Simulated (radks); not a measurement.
Polarisability of the promethium ion Pm+, [Xe] 4f5 6s1, at imaginary frequency. Calculated with a radial shooting solver on a logarithmic mesh with Libxc functionals: scalar-relativistic Kohn-Sham, LB94 model potential, spin-unpolarised, spherical densities, finite nucleus; Fermi nuclear charge, rms radius 4.962 fm. Response by self-consistent Sternheimer equations with the Hartree and adiabatic LDA kernel, the relativistic mass of each level held fixed and spin-orbit coupling left out.

w (hartree),alpha1(iw) (bohr^3)
0.00266,59.16
0.0143,58.68
0.0360,56.20
0.0697,49.56
0.118,38.68
0.186,27.06
0.280,18.11
0.413,12.31
0.605,8.581
0.892,5.903
1.35,3.777
2.12,2.140
3.59,1.035
6.94,0.3913
17.5,0.08796

Static values: alpha1 = 59.17 bohr^3 (8.769 angstrom^3; uncoupled 94.13). C6 = 492.8, triple-dipole C9 = 19690 atomic units. One-pole (London) frequency 4 C6 / (3 alpha1^2) = 0.188 hartree, against 0.448 for minus the highest occupied eigenvalue.
